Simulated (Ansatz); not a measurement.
BBr3, charge +1, doublet, at a GFN2-xTB geometry (a state made from the parent by changing its charge; the spin is typed, not shown lowest). Base run: B3LYP/STO-3G (Ansatz, a quantum-chemistry and plane-wave program).

Here is a job for Ansatz.
Ansatz 0.2 input:
```yaml
crystal:
  periodic: [false, false, false]
  atoms:
    - {symbol: B, position_ang: [0.01822208, -0.01996261, -0.03797570]}
    - {symbol: Br, position_ang: [-1.51101818, -1.11325953, -0.13711035]}
    - {symbol: Br, position_ang: [0.01958531, 1.67059435, -0.86605595]}
    - {symbol: Br, position_ang: [1.48882972, -0.55448302, 1.00859141]}
basis:
  gaussian:
    orbitals: STO-3G
hamiltonian:
  xc: b3lyp
total_charge: 1
magnetization: {spin_polarized: true, initial_magnetization: 1}
```

Variants of this job, named by their change:

| change | ΔE vs base (kcal/mol) |
|---|---|
| base | 0.000 |
| point_charge = charge:-1.0 position_ang:-0.5204, 3.6205, 3.2197 | -65.7 |
| point_charge = charge:0.5 position_ang:4.6897, 1.3425, -0.2569 | 33.60 |
| nuclear_model = gaussian | 16.60 |
| final_grid = 6, 12, 29 | 0.004 |
| final_grid = 4, 8, 17 | 0.246 |
| final_grid = 14, 28, 59 | 0.000 |
| forces = on | 0.000 |
| fitting.mean_field = cc-pVTZ-JKFIT | -1.37 |
| fitting.mean_field = def2-universal-JKFIT | -2.79 |
| final_grid = 10, 20, 41 | 0.000 |
